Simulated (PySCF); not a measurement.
PySCF input file for C2H14N2O2Si3, SMILES CN(C)[SiH2]O[SiH2]O[SiH2]N, PBE0-D3(BJ)/def2-SVP. Coordinates come from a PBE0-D3(BJ)/def2-SVP optimisation. The structure was generated by enumeration, and PubChem lists no compound with its InChIKey, so it may never have been made. One conformer was computed; it need not be the lowest.

```python
import numpy as np
from pyscf import gto, scf, dft, df
from pyscf.hessian import thermo

mol = gto.M(
    atom='''
    Si   -1.42123572   -0.58844783    1.22011578
    N    -2.84638529   -0.76287453    2.16355079
    O    -1.66569374    0.18839286   -0.23954324
    Si   -1.12034929    1.44715880   -1.15289862
    O     0.51941309    1.36295490   -1.36267249
    Si    1.87444840    0.85852490   -0.54504074
    N     1.68358860   -0.79522725   -0.06603151
    C     1.44246864   -1.80103811   -1.07384133
    C     2.20396142   -1.30862991    1.17612344
    H    -0.94089143   -1.96278899    0.92187588
    H    -0.46288663    0.21738862    2.02964903
    H    -3.26052850    0.04402114    2.61679221
    H    -3.56277118   -1.42200463    1.88001813
    H    -1.44676313    2.73688397   -0.47681914
    H    -1.75990799    1.36532893   -2.49033787
    H     2.08980179    1.63112388    0.71349439
    H     2.99499499    1.09334274   -1.50358796
    H     2.36556393   -2.33984291   -1.36735423
    H     0.71690719   -2.55251085   -0.71399978
    H     1.01390512   -1.34379797   -1.97860376
    H     1.50626067   -2.04276399    1.61996922
    H     3.18178520   -1.81624789    1.05437665
    H     2.33568423   -0.49549546    1.90545579
    ''',
    basis='def2-SVP',
    charge=0,
    spin=0,
    max_memory=1600,
    verbose=3,
)
mf = dft.RKS(mol, xc='pbe0').density_fit(auxbasis='def2-universal-jkfit')
mf.disp = 'd3bj'
mf.grids.level = 3
mf.conv_tol = 1e-11
mf.max_cycle = 100
mf.kernel()

# [left out here: the lines that compute and print the analytic Hessian (its translational invariance restored by hand, since the grid's response is missing), thermochemistry and intensities]
```

Log of the run:

```
[...]
       6   N                 0.00  0.00  0.00   -0.00 -0.00 -0.00   -0.00  0.00 -0.00
       7   C                -0.00 -0.00 -0.00    0.00 -0.00  0.00    0.00 -0.00 -0.00
       8   C                 0.00 -0.00  0.00   -0.00  0.00 -0.00    0.00 -0.00  0.00
       9   H                 0.00 -0.02 -0.01    0.02 -0.07 -0.02   -0.32  0.88  0.20
      10   H                 0.34  0.28  0.28    0.52  0.43  0.43    0.05  0.03  0.04
      11   H                -0.00 -0.00 -0.00   -0.01 -0.00 -0.00    0.01  0.00 -0.00
      12   H                -0.01  0.00  0.00   -0.01  0.00  0.00    0.00 -0.00 -0.00
      13   H                 0.08 -0.30 -0.16   -0.08  0.33  0.17   -0.00  0.01  0.01
      14   H                -0.02  0.00 -0.04    0.03  0.00  0.06   -0.09 -0.01 -0.18
      15   H                -0.10 -0.36 -0.59    0.05  0.20  0.33    0.00  0.02  0.03
      16   H                -0.21 -0.04  0.18    0.04  0.01 -0.04    0.00  0.00 -0.00
      17   H                 0.00  0.00  0.00   -0.00  0.00  0.00    0.00  0.00 -0.00
      18   H                -0.00  0.00  0.00   -0.00  0.00  0.00   -0.00  0.00  0.00
      19   H                -0.00 -0.00 -0.00   -0.00  0.00  0.00    0.00  0.00  0.00
      20   H                -0.00 -0.00 -0.00    0.00 -0.00  0.00   -0.00 -0.00 -0.00
      21   H                 0.00 -0.00 -0.00   -0.00  0.00  0.00    0.00  0.00 -0.00
      22   H                 0.00  0.00 -0.00    0.00 -0.00 -0.00    0.00 -0.00 -0.00
Mode                                54                  55                  56
Irrep
Freq [cm^-1]                     2281.4878           2991.3155           2996.4045
Reduced mass [au]                   1.0396              1.0413              1.0439
Force const [Dyne/A]                3.1882              5.4899              5.5221
Char temp [K]                    3282.5530           4303.8370           4311.1590
Normal mode                   x     y     z       x     y     z       x     y     z
       0  Si                -0.00  0.01  0.00    0.00 -0.00  0.00    0.00  0.00 -0.00
       1   N                -0.00 -0.00  0.00   -0.00 -0.00 -0.00   -0.00 -0.00  0.00
       2   O                -0.00 -0.00  0.00    0.00  0.00 -0.00   -0.00 -0.00  0.00
       3  Si                 0.01 -0.00  0.03   -0.00  0.00  0.00    0.00 -0.00  0.00
       4   O                 0.00 -0.00  0.00    0.00 -0.00 -0.00   -0.00  0.00 -0.00
       5  Si                -0.00 -0.00  0.00    0.00  0.00  0.00   -0.00 -0.00  0.00
       6   N                 0.00 -0.00  0.00    0.00 -0.00  0.00    0.00  0.00 -0.00
       7   C                 0.00  0.00  0.00   -0.01  0.02  0.01   -0.02  0.04  0.02
       8   C                -0.00 -0.00 -0.00    0.03 -0.03  0.02   -0.02  0.02 -0.01
       9   H                 0.07 -0.19 -0.04   -0.00  0.00 -0.00    0.00 -0.00  0.00
      10   H                 0.01  0.01  0.01   -0.00 -0.00 -0.00   -0.00 -0.00  0.00
      11   H                -0.00  0.00  0.00    0.00 -0.00  0.00   -0.00  0.00 -0.00
      12   H                -0.00  0.00  0.00   -0.00 -0.00  0.00   -0.00 -0.00 -0.00
      13   H                -0.01  0.07  0.04    0.00 -0.00 -0.00   -0.00  0.00  0.00
      14   H                -0.41 -0.06 -0.86    0.00 -0.00 -0.00   -0.00 -0.00 -0.00
      15   H                 0.01  0.01  0.02   -0.00 -0.00 -0.00    0.00  0.00  0.00
      16   H                 0.03  0.01 -0.03   -0.00 -0.00  0.00    0.00  0.01 -0.00
      17   H                -0.00 -0.00 -0.00    0.39 -0.21 -0.11    0.57 -0.32 -0.18
      18   H                 0.00 -0.00 -0.00   -0.18 -0.17  0.09   -0.24 -0.23  0.12
      19   H                 0.00  0.00  0.00   -0.07  0.08 -0.15   -0.11  0.11 -0.21
      20   H                 0.00  0.00  0.00    0.27  0.26 -0.16   -0.16 -0.16  0.10
      21   H                -0.00 -0.00  0.00   -0.57  0.29  0.09    0.41 -0.21 -0.06
      22   H                -0.00 -0.00 -0.00   -0.02 -0.19 -0.17    0.02  0.12  0.11
Mode                                57                  58                  59
Irrep
Freq [cm^-1]                     3061.2083           3074.0875           3140.4376
Reduced mass [au]                   1.0992              1.0996              1.1010
Force const [Dyne/A]                6.0688              6.1225              6.3976
Char temp [K]                    4404.3971           4422.9274           4518.3906
Normal mode                   x     y     z       x     y     z       x     y     z
       0  Si                -0.00  0.00 -0.00   -0.00 -0.00 -0.00   -0.00  0.00 -0.00
       1   N                 0.00 -0.00 -0.00    0.00  0.00  0.00    0.00 -0.00  0.00
       2   O                -0.00 -0.00  0.00    0.00  0.00  0.00   -0.00 -0.00  0.00
       3  Si                 0.00  0.00 -0.00   -0.00 -0.00  0.00    0.00 -0.00 -0.00
       4   O                -0.00  0.00 -0.00    0.00  0.00  0.00   -0.00  0.00  0.00
       5  Si                 0.00 -0.00  0.00   -0.00  0.00 -0.00   -0.00 -0.00 -0.00
       6   N                -0.00  0.00 -0.00    0.00 -0.00 -0.00    0.00  0.00  0.00
       7   C                 0.02  0.01 -0.00   -0.08 -0.02  0.02   -0.02  0.05 -0.07
       8   C                 0.07  0.01 -0.04    0.02  0.00 -0.01    0.00  0.00  0.00
       9   H                 0.00 -0.00  0.00    0.00  0.00  0.00    0.00 -0.00  0.00
      10   H                 0.00 -0.00  0.00    0.00  0.00  0.00    0.00 -0.00  0.00
      11   H                 0.00 -0.00 -0.00   -0.00  0.00  0.00    0.00  0.00 -0.00
      12   H                 0.00  0.00  0.00    0.00 -0.00 -0.00   -0.00  0.00 -0.00
      13   H                -0.00 -0.00  0.00    0.00  0.00  0.00   -0.00  0.00  0.00
      14   H                -0.00 -0.00  0.00    0.00  0.00 -0.00   -0.00  0.00 -0.00
      15   H                -0.00  0.00  0.00    0.00 -0.00 -0.00   -0.00 -0.00  0.00
      16   H                -0.00  0.00 -0.00   -0.00 -0.00  0.00    0.00  0.00  0.00
      17   H                -0.09  0.05  0.03    0.39 -0.23 -0.11    0.14 -0.07 -0.05
      18   H                -0.15 -0.16  0.07    0.49  0.52 -0.26   -0.21 -0.20  0.10
      19   H                -0.02  0.03 -0.05    0.06 -0.08  0.16    0.34 -0.37  0.72
      20   H                -0.48 -0.51  0.29   -0.13 -0.14  0.07   -0.00 -0.00  0.00
      21   H                -0.42  0.23  0.06   -0.13  0.07  0.02    0.01 -0.00  0.00
      22   H                 0.03  0.11  0.09    0.01  0.03  0.02   -0.00 -0.02 -0.01
Mode                                60                  61                  62
Irrep
Freq [cm^-1]                     3142.8750           3611.2112           3709.7698
Reduced mass [au]                   1.0998              1.0505              1.0959
Force const [Dyne/A]                6.4004              8.0714              8.8861
Char temp [K]                    4521.8973           5195.7288           5337.5327
Normal mode                   x     y     z       x     y     z       x     y     z
       0  Si                 0.00  0.00  0.00    0.00  0.00 -0.00   -0.00 -0.00 -0.00
       1   N                -0.00 -0.00 -0.00   -0.05  0.01  0.01   -0.01 -0.07 -0.03
       2   O                -0.00 -0.00 -0.00    0.00  0.00 -0.00   -0.00 -0.00 -0.00
       3  Si                 0.00  0.00  0.00   -0.00 -0.00  0.00   -0.00  0.00  0.00
       4   O                -0.00 -0.00 -0.00    0.00  0.00 -0.00    0.00 -0.00 -0.00
       5  Si                 0.00  0.00  0.00   -0.00 -0.00 -0.00   -0.00  0.00  0.00
       6   N                -0.00  0.00 -0.00    0.00 -0.00 -0.00   -0.00 -0.00 -0.00
       7   C                 0.00 -0.00  0.00   -0.00  0.00  0.00    0.00  0.00  0.00
       8   C                 0.01  0.08  0.04   -0.00  0.00  0.00   -0.00 -0.00  0.00
       9   H                 0.00 -0.00 -0.00    0.00 -0.00 -0.00   -0.00  0.00  0.00
      10   H                -0.00 -0.00 -0.00    0.00  0.00  0.00    0.00  0.00  0.00
      11   H                 0.00  0.00  0.00    0.27 -0.55 -0.32   -0.28  0.53  0.30
      12   H                -0.00  0.00  0.00    0.47  0.46  0.19    0.48  0.44  0.18
      13   H                -0.00 -0.00 -0.00    0.00  0.00 -0.00    0.00 -0.00 -0.00
      14   H                -0.00 -0.00 -0.00   -0.00  0.00 -0.00   -0.00 -0.00 -0.00
      15   H                -0.00 -0.00 -0.00    0.00  0.00  0.00    0.00 -0.00 -0.00
      16   H                 0.00 -0.00 -0.00    0.00  0.00 -0.00    0.00 -0.00 -0.00
      17   H                -0.00  0.00 -0.00    0.00 -0.00 -0.00    0.00 -0.00 -0.00
      18   H                 0.01  0.01 -0.00    0.00  0.00 -0.00   -0.00 -0.00  0.00
      19   H                -0.01  0.01 -0.02   -0.00  0.00  0.00    0.00  0.00 -0.00
      20   H                -0.18 -0.17  0.11    0.00  0.00 -0.00    0.00  0.00 -0.00
      21   H                 0.15 -0.06 -0.02    0.00 -0.00 -0.00    0.00 -0.00 -0.00
      22   H                -0.10 -0.67 -0.59   -0.00 -0.00 -0.00   -0.00 -0.00 -0.00
temperature 298.1500 [K]
pressure 101325.00 [Pa]
Rotational constants [GHz] 1.15437 0.74974 0.52896
Symmetry number 1
Zero-point energy (ZPE) 0.17255 [Eh]   453031.227 [J/mol]
                           tot       elec      trans        rot        vib
Entropy [J/mol/K]       513.967      0.000    173.676    129.410    210.880
Cv [J/mol/K]            211.772      0.000     12.472     12.472    186.829
Cp [J/mol/K]            220.086      0.000     20.786     12.472    186.829
Internal energy [J/mol]                      3718.434   3718.434 483830.161
Internal energy [Eh]   -1211.82357  -1212.01068
Enthalpy [J/mol]                             6197.391   3718.434 483830.161
Enthalpy [Eh]          -1211.82262
Gibbs free energy [J/mol]                  -45584.117 -34865.245 420956.169
Gibbs free energy [Eh] -1211.88099
mode   freq/cm-1   IR/(km/mol)
   1       26.92         0.192
   2       47.03         0.602
   3       66.46         0.876
   4       71.40         1.543
   5       87.36         0.894
   6       99.98         0.587
   7      113.08         2.444
   8      153.83         4.000
   9      196.77         3.270
  10      221.64         0.604
  11      240.13        18.695
  12      259.46         4.252
  13      264.90        13.897
  14      305.34        38.043
  15      357.86         7.929
  16      412.26        52.072
  17      431.77       194.035
  18      570.74        11.874
  19      589.60         8.966
  20      633.29        15.090
  21      673.28        12.844
  22      690.85        21.337
  23      708.97       131.665
  24      748.69         1.389
  25      759.45        10.243
  26      811.57        39.421
  27      867.84       172.246
  28      877.26       172.051
  29      913.76        57.875
  30      935.72       480.382
  31      939.27       436.550
  32      961.78       116.550
  33      984.26        28.919
  34      987.46       102.814
  35     1033.11        65.775
  36     1077.48       328.806
  37     1090.60         1.077
  38     1091.60       502.505
  39     1114.02         1.026
  40     1167.74         1.960
  41     1269.64        85.137
  42     1326.39        64.975
  43     1427.84         0.735
  44     1449.78         1.376
  45     1455.81         1.645
  46     1460.64        17.556
  47     1479.56        15.864
  48     1504.27        13.000
  49     1547.31        49.778
  50     2230.30       192.339
  51     2234.92        65.770
  52     2240.33        55.309
  53     2248.14       237.767
  54     2272.64       127.077
  55     2281.49       135.026
  56     2991.32        53.399
  57     2996.40       103.453
  58     3061.21        59.377
  59     3074.09        14.919
  60     3140.44        11.633
  61     3142.87        11.083
  62     3611.21        34.440
  63     3709.77        34.995
max |gradient| / (hartree/bohr): 4.505586391907477e-05
APT charges: [ 1.727  -0.8529 -1.3044  1.9009 -1.2997  1.7047 -0.9676  0.3191  0.3461
 -0.2807 -0.2869  0.192   0.1947 -0.3197 -0.3008 -0.2863 -0.3152 -0.0649
 -0.0257  0.0143 -0.0367 -0.0716  0.0143]
```

The run converged.
